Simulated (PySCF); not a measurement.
# Diatomic anions of H with the fifth-period p block

r²SCAN with double-zeta basis sets in PySCF, for the lowest determinant that a PBE0 search found; no spin–orbit coupling. De refers to high-spin ground-configuration atoms (the charge goes to the atom of lower measured ionisation energy or higher electron affinity, which is not always the lowest computed limit). A positive dipole points towards H; it is taken about the centre of mass and depends on that origin.

| M | basis | charged atom | state (unpaired electrons) | Re (Å) | ωe (cm⁻¹) | De (eV) | μ (D) |
| --- | --- | --- | --- | --- | --- | --- | --- |
| Sn | aug-cc-pVDZ-PP/aug-cc-pVDZ | Sn− | triplet (π ↑↑) | 1.816 | 1524 | 2.53 | -1.01 |
| Sb | aug-cc-pVDZ-PP/aug-cc-pVDZ | Sb− | doublet (π ↑) | 1.740 | 1808 | n/a | -0.67 |
| Te | aug-cc-pVDZ-PP/aug-cc-pVDZ | Te− | singlet (closed shell) | 1.675 | 2063 | 3.12 | -0.36 |
| I | aug-cc-pVDZ/aug-cc-pVDZ-PP | I− | doublet (σ ↑) | 2.385 | 527 | 0.39 | -2.38 |

The shortest bond is that of TeH⁻ (1.675 Å), the longest that of HI⁻ (2.385 Å).

The state changes along the series, so neighbouring rows are not always alike in their bonding.

Weak bonds: HI⁻. Basis-set superposition, not corrected here, can be much of De in a small basis, most of all at correlated wavefunction levels. These are scalar-relativistic numbers at best; spin–orbit coupling would shift them, the dissociation energy most. For an ion De counts to the pair picked by the measured ionisation energies or electron affinities, which need not be the lowest pair at this level. The highest Kohn–Sham level is positive in some of these anions. Much of that is self-interaction error, but it also means that the finite basis helps to hold the extra electron. States were picked by a PBE0 search and need not be the measured ground states.
